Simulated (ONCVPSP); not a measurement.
# What the settings do to the ONCV potential of germanium (Ge)

Base potential:

- Element: Ge
- Generator: ONCVPSP 4.0.1
- Type: optimised norm-conserving Vanderbilt (ONCV)
- Functional: PBE
- Relativity: scalar-relativistic
- Frozen core: [Ar]
- Valence charge: 14
- Reference configuration: 3d10 4s2 4p1 (charge +1)
- Partial waves: 4s: rc 1.45 bohr, ncon 4, nbas 8, qcut 5.2 1/bohr, 1 projector; 4p: rc 2.20 bohr, ncon 5, nbas 8, qcut 4.1 1/bohr, 2 projectors, debl 1.6 Ha; 3d: rc 1.25 bohr, ncon 5, nbas 10, qcut 13.5 1/bohr, 2 projectors, debl 1.1 Ha
- Local potential: polynomial inside 1.05 bohr (lpopt 4, dvloc0 0 Ha)
- Core correction: Teter function, fcfact 2.25, rcfact 1.15

In the d channel the program set the typed energies aside and used -1.408, 0.250 Ha.

All-electron outer shells of the reference configuration (PBE, scalar-relativistic, ld1.x):

```csv
shell,level (eV),outermost node (bohr),outermost maximum (bohr)
3s,-177.52,0.26,0.54
3p,-124.65,0.23,0.54
3d,-38.32,–,0.50
4s,-19.86,0.77,1.71
4p,-11.24,0.82,2.08
```

Cutoffs, loose and tight: the cutoffs (Ha) at which the residual kinetic energy of the hardest occupied pseudo-wave falls to 1 and 0.1 mHa per electron. They do not see the model core or the augmentation charge, which bear on the density cutoff. Test errors are all-electron minus pseudo excitation energies from the reference, over the configurations 3d10 4s2 4p2; 3d10 4s2 4p0; 3d10 4s1 4p0; 3d10 4s1 4p2. A dash means not determined; rows that change the core or the reference have their own tests. The largest error is taken over the tests solved by every variant that gives reliable tests at all: 3d10 4s1 4p0; 3d10 4s1 4p2; 3d10 4s2 4p0.

A true bound ghost makes a file unfit for plane-wave use even where its test errors are small: the radial tests pick states by their node count and pass the ghost by.

| change | outcome | cutoff, loose | cutoff, tight | bound ghosts | GHOST(+) flags above zero | largest test error (meV) |
| --- | --- | --- | --- | --- | --- | --- |
| base | generated, projector energies reset by the program | 75 Ha | 83 Ha | s | none | +150 |
| s: qcut 4.5; p: qcut 3.5; d: qcut 11.6 | generated, projector energies reset by the program | 64 Ha | 159 Ha | s | none | +152 |
| s: qcut 4.8; p: qcut 3.8; d: qcut 12.5 | generated, projector energies reset by the program | 69 Ha | 77 Ha | s | none | +150 |
| s: qcut 5.4; p: qcut 4.2; d: qcut 14 | generated, projector energies reset by the program | 78 Ha | 87 Ha | s | none | +151 |
| s: qcut 5.9; p: qcut 4.7; d: qcut 15.4 | generated, projector energies reset by the program | 86 Ha | 97 Ha | s | none | +158 |
| s: qcut 6.4; p: qcut 5.1; d: qcut 16.7 | generated, projector energies reset by the program | 93 Ha | 105 Ha | s | none | +168 |
| s: qcut 7; p: qcut 5.5; d: qcut 18.2 | failed: ERROR pspot: first pseudo wave function has node, program will stop | – | – | – | – | – |
| s: qcut 7.6; p: qcut 6; d: qcut 19.8 | failed: ERROR pspot: first pseudo wave function has node, program will stop | – | – | – | – | – |

Problem. What comes out with this change to the base: s: qcut 3.4; p: qcut 2.7; d: qcut 8.9?

Solution. outcome: generated, projector energies reset by the program; cutoff, loose: 233 Ha; cutoff, tight: 257 Ha; bound ghosts: s; GHOST(+) flags above zero: none; largest test error (meV): +180.

Problem. What comes out with this change to the base: s: qcut 3.8; p: qcut 3; d: qcut 9.9?

Solution. outcome: generated, projector energies reset by the program; cutoff, loose: 205 Ha; cutoff, tight: 245 Ha; bound ghosts: s; GHOST(+) flags above zero: none; largest test error (meV): +168.
